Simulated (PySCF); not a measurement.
C4H2Br2, SMILES C#C/C(Br)=C\Br. Heavy atoms are numbered as in [CH:1]#[C:2]/[C:3]([Br:4])=[CH:5]\[Br:6]. Hydrogens are named by the atom that carries them.

The structure is a stationary point at PBE0-D3(BJ)/def2-SVP. The structure was generated by enumeration; whether it is a known compound was not checked.

All values below come from PBE/def2-TZVP (PySCF).

Atomic charges (e), one atom of each kind:

```tsv
atom	Mulliken	IAO
C1 (CH)	-0.11	-0.19
C2	0.10	-0.03
C3	-0.13	-0.08
Br4	___	0.05
C5 (CH)	___	-0.23
Br6	0.00	0.08
H on C1	___	0.21
H on C5	___	0.19
```

Question: Complete the blanks. (The exact figures need the calculation; the answer reports its results.)

Answer: 
- Br4, Mulliken: -0.04
- C5 (CH), Mulliken: -0.16
- H on C1, Mulliken: 0.17
- H on C5, Mulliken: 0.16

Question: Give the Mayer and Wiberg (Löwdin basis) orders of the bonds. (Estimate from the structure and the level; the computed values follow.)

Answer: 
| bond | Mayer | Wiberg |
|---|---|---|
| C1–C2 | 2.59 | 2.83 |
| C2–C3 | 1.18 | 1.37 |
| C3–Br4 | 1.08 | 1.53 |
| C3–C5 | 1.78 | 1.91 |
| C5–Br6 | 1.14 | 1.70 |
